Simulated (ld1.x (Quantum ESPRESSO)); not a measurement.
# How hard is this Tm TM potential?

- Element: thulium
- Generator: ld1.x (Quantum ESPRESSO) 7.5
- Type: norm-conserving Troullier–Martins (Kleinman–Bylander form)
- Functional: BP86
- Relativity: scalar-relativistic
- Frozen core: [Kr] 4d10 4f13
- Valence charge: 10
- Reference configuration: 5s2 5p6 5d0 6s2 6p0
- Partial waves: 5s (bound): rc 1.90 bohr; 5p (bound): rc 1.75 bohr; 5d (bound, empty): rc 3.90 bohr; 5f channel at 0.5 Ry: rc 3.85 bohr
- Local potential: the f channel
- Core correction: none

Occupied shells without a wave of their own: 6s. They enter only through the test configuration that unscreens the potential.

The pseudo-atom Hamiltonian at the reference potential is diagonalised in spherical Bessel functions j_l(qr) that vanish at 20 bohr, with q² up to the cutoff. All-electron valence levels (Ry): 5s -3.9316, 6s -0.2955, 5p -1.9851, 6p -0.0880, 5d -0.0674.

**Question.** How do the lowest levels (Ry) of each channel move with the cutoff, and are there ghosts?

**Answer.**

```json
{"cutoff (Ry)": "8", "s #1": "-3.8432", "s #2": "-0.2988", "p #1": "-1.8066", "p #2": "-0.0676", "p #3": "0.0490", "d #1": "-0.0546", "d #2": "0.0557", "f #1": "0.0924", "Σ f·Δε (mRy)": "1258.9"}
{"cutoff (Ry)": "12", "s #1": "-3.8592", "s #2": "-0.3018", "p #1": "-1.9509", "p #2": "-0.0770", "p #3": "0.0457", "d #1": "-0.0669", "d #2": "0.0539", "f #1": "0.0924", "Σ f·Δε (mRy)": "355.4"}
{"cutoff (Ry)": "15", "s #1": "-3.8811", "s #2": "-0.3023", "p #1": "-1.9643", "p #2": "-0.0781", "p #3": "0.0454", "d #1": "-0.0673", "d #2": "0.0538", "f #1": "0.0924", "Σ f·Δε (mRy)": "230.5"}
{"cutoff (Ry)": "21", "s #1": "-3.9221", "s #2": "-0.3041", "p #1": "-1.9664", "p #2": "-0.0782", "p #3": "0.0453", "d #1": "-0.0674", "d #2": "0.0538", "f #1": "0.0924", "Σ f·Δε (mRy)": "131.7"}
{"cutoff (Ry)": "25", "s #1": "-3.9267", "s #2": "-0.3043", "p #1": "-1.9733", "p #2": "-0.0785", "p #3": "0.0452", "d #1": "-0.0674", "d #2": "0.0538", "f #1": "0.0924", "Σ f·Δε (mRy)": "81.0"}
{"cutoff (Ry)": "35", "s #1": "-3.9281", "s #2": "-0.3044", "p #1": "-1.9835", "p #2": "-0.0788", "p #3": "0.0452", "d #1": "-0.0674", "d #2": "0.0538", "f #1": "0.0924", "Σ f·Δε (mRy)": "16.8"}
{"cutoff (Ry)": "45", "s #1": "-3.9305", "s #2": "-0.3044", "p #1": "-1.9844", "p #2": "-0.0788", "p #3": "0.0451", "d #1": "-0.0674", "d #2": "0.0538", "f #1": "0.0924", "Σ f·Δε (mRy)": "6.2"}
{"cutoff (Ry)": "50", "s #1": "-3.9313", "s #2": "-0.3045", "p #1": "-1.9845", "p #2": "-0.0788", "p #3": "0.0451", "d #1": "-0.0674", "d #2": "0.0538", "f #1": "0.0924", "Σ f·Δε (mRy)": "4.4"}
{"cutoff (Ry)": "60", "s #1": "-3.9315", "s #2": "-0.3045", "p #1": "-1.9847", "p #2": "-0.0788", "p #3": "0.0451", "d #1": "-0.0674", "d #2": "0.0538", "f #1": "0.0924", "Σ f·Δε (mRy)": "2.4"}
{"cutoff (Ry)": "70", "s #1": "-3.9315", "s #2": "-0.3045", "p #1": "-1.9850", "p #2": "-0.0789", "p #3": "0.0451", "d #1": "-0.0674", "d #2": "0.0538", "f #1": "0.0924", "Σ f·Δε (mRy)": "0.7"}
{"cutoff (Ry)": "90", "s #1": "-3.9316", "s #2": "-0.3045", "p #1": "-1.9851", "p #2": "-0.0789", "p #3": "0.0451", "d #1": "-0.0674", "d #2": "0.0538", "f #1": "0.0924", "Σ f·Δε (mRy)": "0.1"}
{"cutoff (Ry)": "400", "s #1": "-3.9316", "s #2": "-0.3045", "p #1": "-1.9851", "p #2": "-0.0789", "p #3": "0.0451", "d #1": "-0.0674", "d #2": "0.0538", "f #1": "0.0924", "Σ f·Δε (mRy)": "0.0"}
```

Result: no extra level below or beside the all-electron valence levels (s, p, d, f tested); 10 mRy is reached at 40 Ry and 1 mRy at 70 Ry.

Its largest configuration-test error is -794 meV.
